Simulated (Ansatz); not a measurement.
Steps of a relaxation of C₃H₄F₄, SMILES `FC(F)CC(F)F` with RKS PBE-D4/def2-SVP.

```sh
$ ansatz run in.yaml --threads 4 --pin off --events-out ev --progress --plain --max-ram 11315MiB
```

```yaml
crystal:
  periodic: [false, false, false]
  atoms:
    - {symbol: F, position_ang: [-1.759500, -1.141400, 1.145000]}
    - {symbol: C, position_ang: [-0.559000, -0.615200, 0.938000]}
    - {symbol: F, position_ang: [0.244100, -1.682500, 0.941000]}
    - {symbol: C, position_ang: [-0.412900, 0.063300, -0.410200]}
    - {symbol: C, position_ang: [0.912700, 0.547300, -0.651600]}
    - {symbol: F, position_ang: [0.967400, 1.201100, -1.835400]}
    - {symbol: F, position_ang: [1.239900, 1.489100, 0.308200]}
    - {symbol: H, position_ang: [-0.262800, 0.068100, 1.763700]}
    - {symbol: H, position_ang: [-1.201100, 0.895300, -0.410000]}
    - {symbol: H, position_ang: [-0.762600, -0.649500, -1.175200]}
    - {symbol: H, position_ang: [1.659100, -0.232700, -0.592900]}
basis:
  gaussian: {orbitals: def2-SVP}
hamiltonian: {xc: pbe, dispersion: d4}
relax: {f_tol: 0.03, max_steps: 200}
```

Positions (Å) and forces (eV/Å) along the path, 7 of 7 steps:

```xyz
11
step=1 energy=-14018.6569 eV
F    -1.760   -1.141    1.145   -1.962    0.307    0.131
C    -0.559   -0.615    0.938    0.689    0.446   -0.242
F     0.244   -1.683    0.941    1.900   -1.296    0.198
C    -0.413    0.063   -0.410   -4.105   -0.029    0.782
C     0.913    0.547   -0.652    1.242    2.002   -0.043
F     0.967    1.201   -1.835    0.235   -0.042   -0.719
F     1.240    1.489    0.308    0.115   -0.059    0.298
H    -0.263    0.068    1.764   -0.134    0.061    0.191
H    -1.201    0.895   -0.410    0.967   -0.430   -0.198
H    -0.763   -0.649   -1.175    0.185   -0.206   -0.211
H     1.659   -0.233   -0.593    0.867   -0.754   -0.187
11
step=2 energy=-14018.9408 eV
F    -1.800   -1.125    1.142   -0.762    0.027    0.034
C    -0.558   -0.642    0.948    0.279    0.511   -0.042
F     0.279   -1.713    0.978    0.591   -0.318   -0.002
C    -0.446    0.064   -0.397   -1.582   -0.226    0.265
C     0.915    0.573   -0.659    0.860    0.692    0.082
F     0.974    1.210   -1.859    0.003   -0.007   -0.214
F     1.261    1.498    0.312   -0.081   -0.114   -0.037
H    -0.288    0.052    1.778   -0.023   -0.111    0.096
H    -1.186    0.907   -0.423    0.345   -0.211    0.035
H    -0.766   -0.658   -1.174    0.140   -0.030   -0.113
H     1.680   -0.223   -0.625    0.230   -0.213   -0.102
11
step=3 energy=-14018.9719 eV
F    -1.827   -1.203    1.074    0.116    0.191    0.067
C    -0.578   -0.650    0.973   -0.062   -0.208   -0.378
F     0.328   -1.685    0.986    0.028    0.099    0.147
C    -0.457    0.081   -0.360    0.054    0.048    0.095
C     0.955    0.571   -0.676   -0.439    0.210    0.077
F     0.961    1.138   -1.920    0.079   -0.124    0.027
F     1.278    1.553    0.226    0.174   -0.032    0.095
H    -0.397   -0.003    1.865    0.031   -0.071   -0.075
H    -1.131    0.965   -0.362    0.077   -0.047   -0.007
H    -0.804   -0.602   -1.158    0.046   -0.099   -0.007
H     1.738   -0.222   -0.627   -0.103    0.031   -0.040
11
step=4 energy=-14018.9572 eV rejected
F    -1.833   -1.117    1.122   -0.134   -0.193   -0.041
C    -0.563   -0.658    0.948   -0.088    0.397    0.488
F     0.300   -1.723    1.032   -0.086    0.126   -0.295
C    -0.466    0.053   -0.389    0.217    0.117    0.215
C     0.923    0.606   -0.653    0.543   -0.515   -0.299
F     0.953    1.219   -1.870   -0.103    0.181   -0.021
F     1.324    1.514    0.299   -0.425   -0.137   -0.077
H    -0.329    0.025    1.798    0.063   -0.010   -0.013
H    -1.166    0.910   -0.423   -0.180   -0.071    0.110
H    -0.759   -0.674   -1.173    0.139    0.096   -0.130
H     1.681   -0.210   -0.669    0.053    0.009    0.063
11
step=5 energy=-14018.9922 eV
F    -1.829   -1.166    1.099    0.043    0.039    0.005
C    -0.572   -0.647    0.961   -0.035    0.008    0.000
F     0.322   -1.690    0.994    0.002    0.006    0.006
C    -0.461    0.073   -0.371   -0.009   -0.013   -0.021
C     0.938    0.580   -0.668    0.002    0.023    0.020
F     0.962    1.171   -1.899    0.001   -0.009    0.032
F     1.288    1.527    0.264   -0.001   -0.035   -0.003
H    -0.363    0.012    1.835    0.013   -0.015   -0.024
H    -1.153    0.939   -0.383   -0.009   -0.020   -0.006
H    -0.775   -0.631   -1.169    0.023    0.002    0.005
H     1.708   -0.225   -0.642   -0.030    0.014   -0.014
11
step=6 energy=-14018.9949 eV
F    -1.829   -1.138    1.119   -0.025   -0.006    0.008
C    -0.568   -0.642    0.958   -0.016    0.046    0.024
F     0.311   -1.695    0.995    0.021   -0.023   -0.008
C    -0.462    0.063   -0.381   -0.058   -0.022    0.006
C     0.932    0.581   -0.664    0.067    0.036   -0.003
F     0.960    1.201   -1.880   -0.002    0.009    0.009
F     1.284    1.504    0.293   -0.017   -0.021   -0.017
H    -0.336    0.027    1.818    0.003   -0.007   -0.009
H    -1.168    0.919   -0.405    0.010   -0.012   -0.007
H    -0.758   -0.652   -1.175    0.010    0.004    0.006
H     1.700   -0.225   -0.656    0.006   -0.003   -0.010
11
step=7 energy=-14018.9956 eV
F    -1.833   -1.128    1.127   -0.003    0.000    0.001
C    -0.570   -0.638    0.960    0.004    0.000    0.004
F     0.305   -1.696    1.000   -0.002    0.000    0.000
C    -0.462    0.057   -0.384   -0.005    0.001   -0.005
C     0.934    0.582   -0.665    0.005   -0.002    0.002
F     0.954    1.221   -1.870   -0.001    0.003   -0.001
F     1.286    1.489    0.305   -0.001    0.000    0.000
H    -0.332    0.034    1.815    0.000    0.000   -0.004
H    -1.170    0.910   -0.417    0.005   -0.005   -0.001
H    -0.750   -0.665   -1.175    0.002    0.001    0.005
H     1.704   -0.223   -0.675   -0.003    0.002   -0.002
```

Run time 3.6 s (4 threads of an AMD EPYC 9R45 on a shared host); peak host memory 0.18 GiB.
